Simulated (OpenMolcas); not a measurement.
**Nb4+: moving the ligands**

Nb4+ with 6 ligands (chloride) in octahedral coordination (Oh) at 2.44 Å. A charge of +0.333 e stands 2.8 Å behind each ligand. Ligand basis ANO-RCC-VDZP.

* Program: OpenMolcas 26.06
* Method: CASSCF
* Basis: ANO-RCC-VDZP [6s5p3d1f]
* Scalar Hamiltonian: DKH2, point nucleus
* Active space: 1 electron in 5 orbitals (4d)
* State averaging: 2S+1 = 2 even, 5 roots
* Spin-orbit coupling: state interaction with AMFI integrals over the reference wave functions

Runs around this geometry, states (labels of O, the rotations of Oh). Energies in cm-1 above the lowest state or level, χT in cm3 K/mol; under a threefold ground state the first gap can be a small split of the lowest multiplet, not the spin-orbit step; 10Dq is the gap between the two states.

| R (Å) | Ground state | First state of that spin | 10Dq | First gap with spin-orbit (degeneracies) | χT at 300 K |
| --- | --- | --- | --- | --- | --- |
| 2.31 | 2T2 | 2E 27438 | 27438 | 875.0 (4, 2) | 0.166 |
| 2.44 | 2T2 | 2E 21924 | 21924 | 913.1 (4, 2) | 0.162 |
| 2.52 | 2T2 | 2E 19099 | 19099 | 932.2 (4, 2) | 0.159 |

Taking |10Dq| as R^-n, n = -ln(19099 / 27438) / ln(2.52 / 2.31) = 4.2 between the shortest and longest distance. The point-charge formula for a cubic d site gives n = 5.

An orbital triplet at a regular site is open to Jahn-Teller coupling, which can distort the site and quench the lowest spin-orbit gaps and is left out. With metal d orbitals alone the field can be off either way by tens of per cent. Ligand-to-metal charge-transfer states are missing. The least metal-like active orbital is 66 % on the metal (Löwdin) and no ligand orbital is active, so the numbers are rough (holds for R = 2.31). The least metal-like active orbital is 71 % on the metal (Löwdin) and no ligand orbital is active, so the numbers are rough (holds for R = 2.44). The least metal-like active orbital is 73 % on the metal (Löwdin) and no ligand orbital is active, so the numbers are rough (holds for R = 2.52). No measured value stands beside these numbers; the geometry was imposed, not optimised, and the real ion may take another.
